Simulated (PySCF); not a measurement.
O₄Ru (SMILES [O]=[Ru](=[O])(=[O])=[O]), singlet, at a GFN2-xTB geometry (such geometries of metal compounds can be far from the true shape) (core potentials on Ru); TPSS/def2-SVP in PySCF.

Input for PySCF:
```python
from pyscf import gto, scf, dft

mol = gto.M(
    atom='''
Ru   -0.00000000    0.00000000   -0.00000000
O     1.11719637    0.66144806   -0.94159510
O     0.71248096   -0.83185432    1.17159373
O    -0.91933211   -0.98382505   -0.87129751
O    -0.91034522    1.15423131    0.64129888
''',
    basis='def2-svp',
    ecp={'Ru': 'def2-svp'},
    verbose=4,
)

mf = dft.RKS(mol)
mf.xc = 'tpss'
mf.kernel()
```

The log (banner, timings and long lists left out):

```
PySCF version 2.14.0

[INPUT] verbose = 4
[INPUT] num. atoms = 5
[INPUT] num. electrons = 48
[INPUT] charge = 0
[INPUT] spin (= nelec alpha-beta = 2S) = 0
[INPUT] symmetry False subgroup None
[INPUT] Mole.unit = angstrom
[INPUT] Symbol           X                Y                Z      unit          X                Y                Z       unit  Magmom
[INPUT]  1 Ru     0.000000000000   0.000000000000   0.000000000000 AA    0.000000000000   0.000000000000   0.000000000000 Bohr   0.0
[INPUT]  2 O      1.117196370000   0.661448060000  -0.941595100000 AA    2.111195166658   1.249955679025  -1.779356859232 Bohr   0.0
[INPUT]  3 O      0.712480960000  -0.831854320000   1.171593730000 AA    1.346393883367  -1.571976840336   2.213991278958 Bohr   0.0
[INPUT]  4 O     -0.919332110000  -0.983825050000  -0.871297510000 AA   -1.737285905419  -1.859159898987  -1.646513666915 Bohr   0.0
[INPUT]  5 O     -0.910345220000   1.154231310000   0.641298880000 AA   -1.720303144607   2.181181060298   1.211879247190 Bohr   0.0

nuclear repulsion = 246.520795702636
number of shells = 35
number of NR pGTOs = 153
number of NR cGTOs = 87
basis = def2-svp
ecp = {'Ru': 'def2-svp'}

******** <class 'pyscf.dft.rks.RKS'> ********
method = RKS
initial guess = minao
damping factor = 0
level_shift factor = 0
DIIS = <class 'pyscf.scf.diis.CDIIS'>
diis_start_cycle = 1
diis_space = 8
diis_damp = 0
SCF conv_tol = 1e-09
SCF conv_tol_grad = None
SCF max_cycles = 50
direct_scf = True
direct_scf_tol = 1e-13
XC library pyscf.dft.libxc version 7.1.2
    S. Lehtola, C. Steigemann, M. J. T. Oliveira, and M. A. L. Marques,  SoftwareX 7, 1–5 (2018)
XC functionals = tpss
    J. Tao, J. P. Perdew, V. N. Staroverov, and G. E. Scuseria,  Phys. Rev. Lett. 91, 146401 (2003)
    J. P. Perdew, J. Tao, V. N. Staroverov, and G. E. Scuseria,  J. Chem. Phys. 120, 6898 (2004)
    J. Tao, J. P. Perdew, V. N. Staroverov, and G. E. Scuseria,  Phys. Rev. Lett. 91, 146401 (2003)
    J. P. Perdew, J. Tao, V. N. Staroverov, and G. E. Scuseria,  J. Chem. Phys. 120, 6898 (2004)
radial grids:
    Treutler-Ahlrichs [JCP 102, 346 (1995); DOI:10.1063/1.469408] (M4) radial grids

becke partition: Becke, JCP 88, 2547 (1988); DOI:10.1063/1.454033
pruning grids: <function nwchem_prune>
grids dens level: 3
symmetrized grids: False
atomic radii adjust function: <function treutler_atomic_radii_adjust>
small_rho_cutoff = 0
Set gradient conv threshold to 3.16228e-05
Initial guess from minao.
tot grids = 78504
init E= -386.905590218028
  HOMO = -0.694659279172621  LUMO = -0.493826750977923  gap/eV = 5.46493
cycle= 1 E= -394.982650545028  delta_E= -8.08  |g|= 1.78  |ddm|= 3.84
  HOMO = -0.195566485346186  LUMO = -0.153665532046969  gap/eV = 1.14018
cycle= 2 E= -391.034769850545  delta_E= 3.95  |g|= 4.52  |ddm|= 4.41
  HOMO = -0.2830218356797  LUMO = -0.0971053473613595  gap/eV = 5.05905
cycle= 3 E= -395.393320811128  delta_E= -4.36  |g|= 0.813  |ddm|= 4.14
  HOMO = -0.347530572145785  LUMO = -0.193631902578748  gap/eV = 4.18780
cycle= 4 E= -395.523973783391  delta_E= -0.131  |g|= 0.118  |ddm|= 0.709
  HOMO = -0.330684445379581  LUMO = -0.177090725335856  gap/eV = 4.17950
cycle= 5 E= -395.526464826242  delta_E= -0.00249  |g|= 0.0203  |ddm|= 0.0967
  HOMO = -0.330450183907263  LUMO = -0.177629995823448  gap/eV = 4.15845
cycle= 6 E= -395.526406356593  delta_E= 5.85e-05  |g|= 0.0258  |ddm|= 0.022
  HOMO = -0.330918611004413  LUMO = -0.177720487799653  gap/eV = 4.16873
cycle= 7 E= -395.526537685143  delta_E= -0.000131  |g|= 0.0034  |ddm|= 0.0171
  HOMO = -0.330940126574606  LUMO = -0.177835908126019  gap/eV = 4.16618
cycle= 8 E= -395.526539661089  delta_E= -1.98e-06  |g|= 0.000814  |ddm|= 0.00168
  HOMO = -0.330932762645032  LUMO = -0.177852053835031  gap/eV = 4.16554
cycle= 9 E= -395.526539682915  delta_E= -2.18e-08  |g|= 0.000699  |ddm|= 0.000628
  HOMO = -0.330942227916527  LUMO = -0.177859390907394  gap/eV = 4.16560
cycle= 10 E= -395.526539779873  delta_E= -9.7e-08  |g|= 1.61e-05  |ddm|= 0.000457
  HOMO = -0.330941432468117  LUMO = -0.177859115084776  gap/eV = 4.16558
cycle= 11 E= -395.526539779917  delta_E= -4.34e-11  |g|= 6.82e-07  |ddm|= 8.88e-06
  HOMO = -0.330941382244038  LUMO = -0.177859166449633  gap/eV = 4.16558
Extra cycle  E= -395.52653977992  delta_E= -3.18e-12  |g|= 2.59e-06  |ddm|= 2.04e-06
converged SCF energy = -395.52653977992
```
